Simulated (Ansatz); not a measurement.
A displaced shape of singlet NaI:

```yaml
atoms:
  - { symbol: Na, position_ang: [-0.0165, 0.0447, -2.2386] }
  - { symbol: I, position_ang: [0.0488, -0.0021, 0.4572] }
```

It was optimised with PBE0/def2-SVP (with the core potentials of the set past Kr) in Ansatz (development build ahead of 0.2.0) to forces under 0.001 eV/Å, with restricted orbitals. Each step stands on the lowest determinant of that kind that the program's search found.

Problem. What shape does it relax to, and how does the optimisation go?

Solution.

```yaml
atoms:
  - { symbol: Na, position_ang: [-0.0168, 0.0449, -2.2507] }
  - { symbol: I, position_ang: [0.0491, -0.0023, 0.4693] }
```

Bond lengths: Na1–I2 2.721 Å.

| step | E − E(start) (eV) | largest force (eV/Å) |
| --- | --- | --- |
| 1 | 0.0000 | 0.1159 |
| 2 | -0.0013 | 0.0337 |
| 3 | -0.0014 | 0.0013 |
| 4 | -0.0014 | 0.0000 |

The optimisation ended after 4 steps with its threshold met.
